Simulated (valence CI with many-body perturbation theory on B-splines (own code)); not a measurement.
## Level structure of Pd³⁹⁺

Computed by relativistic CI+MBPT: five valence electrons over a frozen Dirac-Fock core [He], a basis of 11 s, 11 p, 10 d, 8 f, 5 g, 2 h functions for each j, with the one-electron correlation potential Σ1 (screened to all orders), the two-electron term Σ2, the three-electron term Σ3, Breit, model QED; selected single and double excitations, second order for the rest, scaled by the run's own slope (own B-spline code, finite nucleus).

The last digits are not significant, and no measured levels were compared; by estimate large intervals hold to a few tenths of a per cent, small ones and those within an open d or f shell to about a per cent. Among the levels kept, up to 7100 cm⁻¹ of a level comes from second order outside the variational space, and about a tenth of that is noise between levels of different J, which matters for small intervals.

Levels 136 to 180 of 205, with energies above the lowest level, (2s^2 2p1/2^2 2p3/2) J=3/2. "Leading %" is the weight of the configuration and term that name the level; weights of strongly mixed levels are sums over their largest components and can fall short. In the jj column 3d3/2^4 stands for four electrons in 3d with j = 3/2. Lifetimes count E1, E2, E3, M1 and M2 decay at the calculated energies, and are blank where another channel may lead or the interval is too uncertain; long ones can be off by a factor of two.

```tsv
No.	Configuration	Term	J	E (eV)	Leading %	g	Leading jj	Lifetime
136	2s 2p3 3p	4P	3/2	3861.3	32	1.441	2s 2p1/2 2p3/2^2 3p3/2 (98 %)	41.8 fs
137	2s 2p3 3d	6D°	7/2	3862.4	35	1.315	2s 2p1/2 2p3/2^2 3d3/2 (50 %)	16.2 fs
138	2s 2p3 3d	4G°	9/2	3866.4	39	1.326	2s 2p1/2 2p3/2^2 3d5/2 (92 %)	14.4 ps
139	2s 2p3 3p	4P	5/2	3867.1	46	1.335	2s 2p1/2 2p3/2^2 3p3/2 (94 %)	28.0 fs
140	2s 2p3 3p	2P	1/2	3870.7	64	0.718	2s 2p1/2 2p3/2^2 3p3/2 (91 %)	64.7 fs
141	2s 2p3 3d	4D°	7/2	3871.7	53	1.210	2s 2p1/2 2p3/2^2 3d5/2 (52 %)	53.1 fs
142	2s 2p3 3p	4P	3/2	3873.1	28	1.277	2s 2p1/2 2p3/2^2 3p3/2 (95 %)	33.6 fs
143	2s 2p3 3p	2F	7/2	3877.6	73	1.194	2s 2p1/2 2p3/2^2 3p3/2 (94 %)	24.9 fs
144	2s 2p3 3p	2D	5/2	3883.2	40	1.299	2s 2p1/2 2p3/2^2 3p3/2 (94 %)	107 fs
145	2s 2p3 3p	2P	1/2	3883.2	46	1.368	2s 2p1/2 2p3/2^2 3p3/2 (94 %)	17.0 fs
146	2s 2p3 3d	4D°	1/2	3884.5	48	0.923	2s 2p1/2 2p3/2^2 3d5/2 (89 %)	10.7 fs
147	2s 2p3 3d	4F°	9/2	3886.3	49	1.229	2s 2p1/2 2p3/2^2 3d3/2 (78 %)	5.93 ps
148	2s 2p3 3p	2D	5/2	3886.7	44	1.251	2s 2p1/2 2p3/2^2 3p3/2 (93 %)	162 fs
149	2s 2p3 3p	2P	3/2	3887.5	37	1.238	2s 2p1/2 2p3/2^2 3p3/2 (94 %)	43.4 fs
150	2s 2p3 3d	4P°	5/2	3887.7	37	1.326	2s 2p1/2 2p3/2^2 3d5/2 (68 %)	5.63 fs
151	2s 2p3 3d	4D°	3/2	3891.1	30	1.266	2s 2p1/2 2p3/2^2 3d5/2 (83 %)	5.41 fs
152	2s 2p3 3d	4D°	7/2	3891.2	51	1.317	2s 2p1/2 2p3/2^2 3d3/2 (80 %)	5.87 fs
153	2s 2p3 3d	4G°	11/2	3894.7	100	1.263	2s 2p1/2 2p3/2^2 3d5/2 (100 %)	19.0 ps
154	2s 2p3 3d	4D°	5/2	3895.9	65	1.324	2s 2p1/2 2p3/2^2 3d3/2 (77 %)	4.14 fs
155	2s 2p3 3d	2G°	9/2	3898.1	57	1.194	2s 2p1/2 2p3/2^2 3d5/2 (80 %)	3.09 ps
156	2s 2p3 3d	4P°	3/2	3898.4	51	1.587	2s 2p1/2 2p3/2^2 3d3/2 (91 %)	3.68 fs
157	2s 2p3 3p	2P	1/2	3898.6	63	1.348	2s 2p1/2 2p3/2^2 3p3/2 (93 %)	53.8 fs
158	2s 2p3 3p	2D	3/2	3900.2	42	1.125	2s 2p1/2 2p3/2^2 3p3/2 (92 %)	36.4 fs
159	2s 2p3 3d	2S°	1/2	3907.9	46	1.680	2s 2p1/2 2p3/2^2 3d5/2 (93 %)	8.94 fs
160	2s 2p3 3s	4P°	5/2	3912.4	38	1.408	2s 2p3/2^3 3s (72 %)	10.5 fs
161	2s 2p3 3d	2P°	3/2	3914.7	41	1.352	2s 2p1/2 2p3/2^2 3d5/2 (83 %)	5.47 fs
162	2s 2p3 3d	2F°	7/2	3916.5	58	1.127	2s 2p1/2 2p3/2^2 3d5/2 (76 %)	7.85 fs
163	2s 2p3 3d	4F°	3/2	3918.7	61	0.638	2s 2p1/2 2p3/2^2 3d3/2 (91 %)	18.1 fs
164	2s 2p3 3d	2D°	5/2	3920.3	31	1.206	2s 2p1/2 2p3/2^2 3d5/2 (59 %)	12.2 fs
165	2s 2p3 3s	2P°	3/2	3927.1	38	1.282	2s 2p3/2^3 3s (86 %)	29.7 fs
166	2s 2p3 3d	4D°	1/2	3928.7	54	0.549	2s 2p1/2 2p3/2^2 3d3/2 (90 %)	9.44 fs
167	2s 2p3 3d	4F°	5/2	3929.2	30	1.073	2s 2p1/2 2p3/2^2 3d3/2 (52 %)	11.5 fs
168	2s 2p3 3d	4D°	3/2	3931.5	37	0.866	2s 2p1/2 2p3/2^2 3d3/2 (91 %)	66.7 fs
169	2s 2p3 3d	4D°	5/2	3934.2	32	1.159	2s 2p1/2 2p3/2^2 3d5/2 (60 %)	16.1 fs
170	2s 2p3 3d	2G°	7/2	3936.4	46	1.032	2s 2p1/2 2p3/2^2 3d3/2 (72 %)	348 fs
171	2s 2p3 3d	4D°	7/2	3940.6	41	1.212	2s 2p1/2 2p3/2^2 3d5/2 (82 %)	24.6 fs
172	2s 2p3 3d	2D°	5/2	3942.0	45	1.222	2s 2p1/2 2p3/2^2 3d5/2 (50 %)	56.2 fs
173	2s 2p3 3d	2D°	3/2	3942.5	31	1.229	2s 2p1/2 2p3/2^2 3d3/2 (48 %)	5.28 fs
174	2p4 3s	4P	5/2	3946.8	70	1.480	2p1/2^2 2p3/2^2 3s (94 %)	165 fs
175	2s 2p3 3d	4D°	5/2	3947.1	42	1.177	2s 2p1/2 2p3/2^2 3d5/2 (58 %)	12.7 fs
176	2s 2p3 3d	2D°	5/2	3949.6	40	1.046	2s 2p1/2 2p3/2^2 3d3/2 (79 %)	3.86 fs
177	2s 2p3 3d	2G°	9/2	3950.4	76	1.145	2s 2p1/2 2p3/2^2 3d5/2 (94 %)	1.32 ps
178	2s 2p3 3d	2P°	1/2	3951.4	56	0.648	2s 2p1/2 2p3/2^2 3d3/2 (84 %)	4.32 fs
179	2s 2p3 3d	2D°	3/2	3952.9	34	1.067	2s 2p1/2 2p3/2^2 3d3/2 (93 %)	4.14 fs
180	2s 2p3 3d	2F°	7/2	3954.1	52	1.172	2s 2p1/2 2p3/2^2 3d5/2 (94 %)	18.7 fs
```
